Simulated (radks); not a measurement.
Spherical quantum dot in the effective-mass picture: electrons in a hard-walled sphere of radius 12.8, with a point charge +1 (a donor) at the centre, all in effective atomic units (hartree* = m*/eps^2 hartree, bohr* = eps/m* bohr), one dielectric constant everywhere. Method: non-relativistic Kohn-Sham, PBEsol, spin-polarised, spherical densities; computed with a radial shooting solver with Libxc functionals. Levels are named by radial order and angular momentum (1s, 1p, 1d, 2s, ...), and open shells are averaged over m. Results are scaled to m* = 0.133 and eps = 14.1, for which hartree* = 18.2 meV and bohr* = 5.61 nm. Each electron was tried in the lowest free levels, single moves between levels near the top were tried too, and the lowest total energy was kept; such a search can miss a lower state. The series stops at N = 8: beyond it a trial failed or the search could not be trusted, so later rows were left out. At N = 1 the Hartree and exchange-correlation terms need not cancel, so that row can carry a self-interaction error.

N	open shells	2S	mu = E(N) - E(N-1) (meV)	addition energy mu(N+1) - mu(N) (meV)	e(HOMO) (meV)	rms radius (nm)
1	1s(up 1, down 0)	1	-8.8965	8.446	-4.9446	10.18
2	none	0	-0.45066	3.414	1.1677	18.37
3	2s(up 1, down 0)	1	2.9635	1.590	3.6230	33.06
4	1p(up 1, down 0) 2s(up 1, down 0)	2	4.5538	1.610	5.3523	38.75
5	1p(up 2, down 0) 2s(up 1, down 0)	3	6.1637	1.633	6.9783	42.20
6	1p(up 3, down 0) 2s(up 1, down 0)	4	7.7963	2.013	8.6150	44.59
7	1p(up 3, down 1) 2s(up 1, down 0)	3	9.8096	1.522	10.556	46.63
8	1p(up 3, down 2) 2s(up 1, down 0)	2	11.332	-	12.116	48.15

All shells are closed at N = 2 (there: 1s2); the second difference of the energy has clear peaks (12 % above both neighbours; the first and last values, which can be the largest, are not judged, and half-filled shells can peak too) at N = 6.
